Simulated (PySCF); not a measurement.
Gas-phase reaction: 2 SnO + 3 Cl ⇌ SnCl₃ + SnO₂

Energies from PySCF (xtb for GFN2), thermal terms from the rigid-rotor harmonic-oscillator model, ideal gas at 1 bar. † marks an energy on the PBE0/def2-TZVP geometry and frequencies; other levels use their own. MP2 freezes the core. Open shells (unrestricted): Cl (multiplicity 2), SnCl₃ (multiplicity 2); the rest are closed-shell singlets. GFN2 has no spin-polarisation term. Spin-orbit splitting is ignored; it lowers the true energy and changes the entropy of Cl. B3LYP is the form with VWN-RPA correlation. Sn: scalar-relativistic def2 core potential, no spin-orbit coupling. SnCl₃, SnO₂: computed as isolated molecules; such fragments, hydroxides, amides, oligomers or adducts are transient or little studied in the gas. MP2 isn't extrapolated to the basis-set limit.

```csv
level,"ΔH°(298 K), kJ"
B3LYP/def2-TZVP†,-608
GFN2-xTB,[?]
HF/def2-TZVP†,[?]
MP2/def2-TZVPP†,[?]
PBE/def2-TZVP†,-690
PBE0/def2-SVP†,-650
r2SCAN/def2-TZVP†,-702
ωB97X-V/def2-TZVP†,[?]
```

### Question
Some entries are withheld; supply them.

### Answer

- GFN2-xTB, ΔH°(298 K), kJ: -635
- HF/def2-TZVP†, ΔH°(298 K), kJ: -462
- MP2/def2-TZVPP†, ΔH°(298 K), kJ: -631
- ωB97X-V/def2-TZVP†, ΔH°(298 K), kJ: -672
